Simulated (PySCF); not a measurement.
## Computed properties of CH6ClFSi2, SMILES F[Si@H](Cl)C[SiH3]

CH6ClFSi2, SMILES F[Si@H](Cl)C[SiH3]. Geometry optimised at PBE0-D3(BJ)/def2-SVP. The structure was generated by enumeration; whether it is a known compound was not checked. One conformer was computed; it need not be the lowest. All values are computed for the isolated molecule unless a solvent is named; none is compared with measurement here.

**Structure.** All 27 harmonic modes at PBE0-D3(BJ)/def2-SVP (PySCF) are real, so it is a minimum. With heavy atoms numbered as in [F:1][Si@H:2]([Cl:3])[CH2:4][SiH3:5], the shortest bond between them is F1–Si2 at 1.620 Å and the longest Si2–Cl3 at 2.059 Å.

**Vibrations.** The strongest infrared lines (harmonic, unscaled, degenerate partners summed) lie at 835 cm⁻¹ (286 km/mol, H 70 %, Si 17 %, C 11 %), 912 cm⁻¹ (224 km/mol, H 45 %, Si 28 %, F 25 %), 940 cm⁻¹ (150 km/mol, H 73 %, Si 16 %, F 9 %). The softest mode is at 38 cm⁻¹ and the zero-point energy is 41.4 kcal/mol.

**Electronic structure.** ωB97X/def2-TZVP (PySCF) places the frontier levels at -11.33 and 2.37 eV, a gap of 13.70 eV, and gives a dipole moment of 2.30 D and a mean polarisability of 71.9 bohr³. PBE/def2-TZVP (PySCF) at the same geometry gives -7.60 and -0.47 eV, so its gap is 6.57 eV narrower. An orbital gap is neither the optical nor the fundamental gap.

**Excitations.** TDA-B3LYP/def2-SVPD (PySCF) has S1 at 7.77 eV (160 nm, f = 0.009, weak); the most intense of the 10 singlets computed lies at 8.60 eV (f = 0.09). T1 (TDA) is at 7.41 eV, 0.36 eV under S1. TDA-PBE/def2-SVPD (PySCF) puts S1 at 7.16 eV. No vertical singlet excitation falls in the visible range (under 3.1 eV).

**NMR.** GIAO shifts at B3LYP/pcSseg-1 (PySCF) (non-relativistic, atoms alike by connectivity averaged): ¹³C at -0.6 ppm against TMS; ¹H from 0.4 to 5.9 ppm against TMS; ²⁹Si from -73.9 to 16.0 ppm against TMS; ¹⁹F at -163.6 ppm against CFCl3. Without spin–orbit terms, shifts of atoms bonded to Cl or Br come out too high.

**Solvation.** SMD-PBE0/6-31G* (PySCF) gives 0.2 kcal/mol in water, -2.9 kcal/mol in toluene, -4.3 kcal/mol in methanol (1 M in both phases, gas-phase geometry); of these solvents methanol holds the molecule best.
